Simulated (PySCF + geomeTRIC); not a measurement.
Species: H3InS3, SMILES `[SH][In]([SH])[SH]` (charge 0, multiplicity 1).

Give a relaxed geometry from PBE0-D3(BJ)/def2-TZVP run with PySCF + geomeTRIC.

Several could match; the one computed here: the end point of this relaxation, one of several conformers (outside a Z-matrix the atoms follow the SMILES, hydrogens last).
Bond lengths (Å): S1–In2 2.379, S1–H5 1.343, In2–S3 2.372, In2–S4 2.376, S3–H6 1.344, S4–H7 1.343. Angles (°): In2–S1–H5 93.6, S1–In2–S3 119.5, S1–In2–S4 122.0, S3–In2–S4 118.5, In2–S3–H6 93.1, In2–S4–H7 93.3.
